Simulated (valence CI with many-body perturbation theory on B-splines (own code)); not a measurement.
# How close is CI+MBPT for Ca VI?

Level of theory: configuration interaction combined with many-body perturbation theory (CI+MBPT): five valence electrons over a frozen Dirac-Fock core [Ne], radial functions for each j: 11 s, 11 p, 10 d, 8 f, 5 g, 2 h, with the one-electron correlation potential Σ1, the two-electron term Σ2, the three-electron term Σ3, Breit, model QED; selected CI, second order for the rest, scaled by the run's own slope (own B-spline code, finite nucleus).

Set against measurement, 6 paired levels are off by 111 cm⁻¹ on average, the worst by 180. These come from a selection out of Sugar and Corliss, J. Phys. Chem. Ref. Data 8, 865 (1979). Levels without a partner in it may be off by more. Among the levels kept, up to 3400 cm⁻¹ of a level comes from second order outside the variational space, and about a tenth of that is noise between levels of different J, which matters for small intervals.

Measured levels: Sugar and Corliss, J. Phys. Chem. Ref. Data 8, 865 (1979). Pairs share parity and J, and are chosen by configuration, term and nearness in energy; levels without a clear partner are left out. Some J values that the scan of the source had lost were assigned by a fit. Energies in cm⁻¹ above the measured ground level.

```csv
Computed label,Label in the source,Measured,Computed,Difference
3s2 3p3 4S°_3/2,3s2 3p3 4S°,0,0.0,0
3s 3p4 4P_5/2,3s 3p4 4P,155786.5,155731.3,-55
3s 3p4 4P_3/2,3s 3p4 4P,157767.5,157713.8,-54
3s 3p4 4P_1/2,3s 3p4 4P,158830.5,158767.4,-63
3s2 3p2 4s 4P_1/2,3s2 3p2(3P) 4s 4P,433849,433668.9,-180
3s2 3p2 4s 4P_3/2,3s2 3p2(3P) 4s 4P,435286,435133.1,-153
3s2 3p2 4s 4P_5/2,3s2 3p2(3P) 4s 4P,437392,437233.8,-158
```

Over 6 excited levels the mean absolute difference is 111 cm⁻¹, the median 108 and the largest 180. The comparison draws on a selection of the measured levels: 7 of the 167 computed ones have a partner in it, and others may be off by more.
